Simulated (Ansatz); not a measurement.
(E)-1-bromo-1-chloroprop-1-ene (C3H4BrCl), SMILES C(/C)=C(/Cl)Br.

The structure is a stationary point at TPSSh-D3(BJ)/def2-SVP.

Two levels are set side by side: PBE/def2-SVPD (Ansatz, a quantum-chemistry and plane-wave program) and CAM-B3LYP/def2-SVPD (Ansatz). Energy differences of separate SCF runs at the same geometry; the states with an electron removed or added have multiplicity 2 and 2. Differences are taken from unrounded values.

```csv
quantity,CAM-B3LYP
vertical ionisation energy (eV),9.29
vertical singlet–triplet gap (eV),3.89
```

Task: What does PBE give, and how far is it from CAM-B3LYP? (Estimate from the structure and the level; the computed values follow.)

Result: 
```csv
quantity,PBE,PBE minus CAM-B3LYP
vertical ionisation energy (eV),8.92,-0.37
vertical singlet–triplet gap (eV),3.88,-0.01
```
